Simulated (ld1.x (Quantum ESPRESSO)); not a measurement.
## Scattering properties, RRKJ potential for vanadium

V (Z = 23), norm-conserving RRKJ (Kleinman–Bylander form), made with ld1.x (Quantum ESPRESSO) 7.5 (PBEsol, scalar-relativistic). Core [Ne], reference 3s2 3p6 3d3 4s2 4p0. Waves: 3p (bound): rc 0.90 bohr; 3d (bound): rc 1.80 bohr; 3s (bound): rc 1.20 bohr. Local part: the s channel. Core correction: none.

Occupied shells without a wave of their own: 4s. They enter only through the test configuration that unscreens the potential.

The phase is arctan(r·u′/u) with u = r·R(r), unwrapped; energies in Ry, scanned from -7 to 5 Ry. A pole is an energy at which the radial function vanishes at the test radius. The pseudo phase is shifted by a multiple of π to meet the all-electron one at the reference energy, and phase errors are pseudo minus all-electron; the curves can meet again beyond the range given. Levels narrower than the energy grid can be missing from the lists of poles.

```tsv
channel	radius (bohr)	reference energy (Ry)	poles, all-electron	poles, pseudo	unbroken range about the reference energy with phases within 0.05 rad	phase error 1 Ry above the reference energy (rad)
s	1.96	-5.15	-4.93	-4.93	below -0.1	-0.001
p	1.96	-3.23	-2.88	-2.88	below 1.5	-0.001
d	1.96	-0.38	0.35	0.37	below 2.2	+0.009
```

Phases in the s channel:

| E (Ry) | all-electron | pseudo |
| --- | --- | --- |
| -7.00 | 1.318 | 1.318 |
| -6.74 | 1.304 | 1.304 |
| -6.48 | 1.284 | 1.284 |
| -6.22 | 1.256 | 1.255 |
| -5.96 | 1.208 | 1.207 |
| -5.70 | 1.101 | 1.099 |
| -5.44 | 0.635 | 0.632 |
| -5.18 | -1.228 | -1.228 |
| -4.92 | -1.575 | -1.576 |
| -4.66 | -1.670 | -1.670 |
| -4.40 | -1.716 | -1.717 |
| -4.14 | -1.747 | -1.748 |
| -3.88 | -1.770 | -1.771 |
| -3.62 | -1.789 | -1.791 |
| -3.36 | -1.807 | -1.809 |
| -3.10 | -1.824 | -1.827 |
| -2.84 | -1.842 | -1.844 |
| -2.58 | -1.860 | -1.863 |
| -2.32 | -1.879 | -1.884 |
| -2.06 | -1.901 | -1.906 |
| -1.80 | -1.924 | -1.931 |
| -1.54 | -1.952 | -1.961 |
| -1.28 | -1.983 | -1.995 |
| -1.02 | -2.021 | -2.037 |
| -0.76 | -2.066 | -2.087 |
| -0.50 | -2.122 | -2.152 |
| -0.24 | -2.192 | -2.235 |
| 0.02 | -2.284 | -2.346 |
| 0.28 | -2.406 | -2.498 |
| 0.54 | -2.570 | -2.707 |
| 0.80 | -2.789 | -2.982 |
| 1.06 | -3.065 | -3.306 |
| 1.32 | -3.370 | -3.619 |
| 1.58 | -3.655 | -3.874 |
| 1.84 | -3.885 | -4.064 |
| 2.10 | -4.058 | -4.202 |
| 2.36 | -4.186 | -4.303 |
| 2.62 | -4.283 | -4.380 |
| 2.88 | -4.356 | -4.439 |
| 3.14 | -4.415 | -4.487 |
| 3.40 | -4.461 | -4.526 |
| 3.66 | -4.500 | -4.559 |
| 3.92 | -4.532 | -4.587 |
| 4.18 | -4.559 | -4.611 |
| 4.44 | -4.583 | -4.633 |
| 4.70 | -4.604 | -4.652 |
| 4.96 | -4.622 | -4.669 |
